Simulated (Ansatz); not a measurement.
`B[SiH](B)O` + SiH₄ → `B[SiH](O)[SiH3]` + BH₃ at 400 K and 1 bar (formal exchange of groups at the Si–B bond).

Computed with Ansatz on PBE0-D4/def2-TZVP structures; ΔE is electronic, products minus reactants. CCSD(T)/CBS is the MP2 limit (def2-TZVPP, def2-QZVPP) plus CCSD(T) − MP2 in def2-TZVPP, frozen cores. This one scheme is used for every species. Each species was taken in one conformer, which may not be the lowest.

```
          species  CCSD(T)/CBS energy (Eh)  H − E (kJ/mol)  S (J/(mol·K))
     `B[SiH](B)O`               -417.41590           198.5          375.9
             SiH₄               -291.46306            96.9          218.6
`B[SiH](O)[SiH3]`               -682.33266           215.2          401.8
              BH₃                -26.55200            82.6          199.4
```

H − E and S are ideal-gas, rigid-rotor, harmonic terms from PBE0-D4/def2-TZVP, for one conformer and one mirror image of each species. 1 Eh = 2625.50 kJ/mol, R = 8.31446 J/(mol·K).

**Question.** By hand: ΔE, ΔH, ΔS and ΔG.

**Answer.** ΔE = (-682.33266) + (-26.55200) − (-417.41590) − (-291.46306) = -0.00570 Eh = -15.0 kJ/mol. Δ(H − E) = 215.2 + 82.6 − 198.5 − 96.9 = 2.4, so ΔH = -12.6 kJ/mol. ΔS = 401.8 + 199.4 − 375.9 − 218.6 = 6.7 J/(mol·K). ΔG = -12.6 − 400 × (6.7)/1000 = -15.3 kJ/mol.

**Question.** By hand: the equilibrium constant, and the temperature at which ΔG would vanish if ΔH and ΔS stayed fixed.

**Answer.** log₁₀ K = −ΔG/(RT ln 10) = 2.0. ΔH and −TΔS have one sign here, so there is no such temperature.

The number of gas molecules stays the same, so ΔS is small and ΔH decides. A doubt of 5 kJ/mol in ΔE shifts log₁₀ K by 0.7 here. Other conformers and mirror images would add mixing entropy, several J/(mol·K) or more a flexible species. These are equilibria of isolated gas molecules and say nothing of rates. Largest T1 diagnostic: 0.014 (customary marks: 0.02 for closed shells, 0.045 for open ones).

ΔS is within the doubt of such terms, so its sign, and with it that verdict, could turn.
